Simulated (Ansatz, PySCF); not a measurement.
**Hf(SH)4 in two programs**

Hf(SH)4 (singlet), relaxed with PySCF 2.14.0, RKS r2SCAN, Hf def2-SVP with ECP60, S def2-SVP, H def2-SVP; non-relativistic Hamiltonian with scalar-relativistic core potentials where named; density fitting; no spin-orbit coupling:

```xyz
9

Hf    0.0000    0.0000    0.0000
S     1.3432    1.4849    1.3881
H     1.7652    0.4258    2.1268
S    -1.3432   -1.4849    1.3881
H    -1.7652   -0.4258    2.1268
S     1.4850   -1.3432   -1.3881
H     0.4258   -1.7653   -2.1268
S    -1.4850    1.3432   -1.3881
H    -0.4258    1.7653   -2.1268
```

There the HOMO–LUMO gap is 4.13 eV. 

The same geometry by Ansatz 0.2.0 (PBE, PAW, a periodic box with 9 Å of vacuum):

| spin-orbit coupling | gap (eV) | largest force component (eV/Å) |
| --- | --- | --- |
| without | 3.63 | 0.16 |

(1) What does the run with spin-orbit coupling give?

The spin-orbit runs use fully relativistic datasets of their own, so changes of a few hundredths of an eV needn't come from the coupling.

No frequency check is given that shows the relaxed geometry to be a minimum.

The two programs differ in functional, so their gaps don't test each other.

## Answers

(1) gap (eV): 3.60, largest force component (eV/Å): 0.17. It took 36 s on 2 threads of Arm Neoverse V1, on a shared host, peak memory 2.8 GiB.
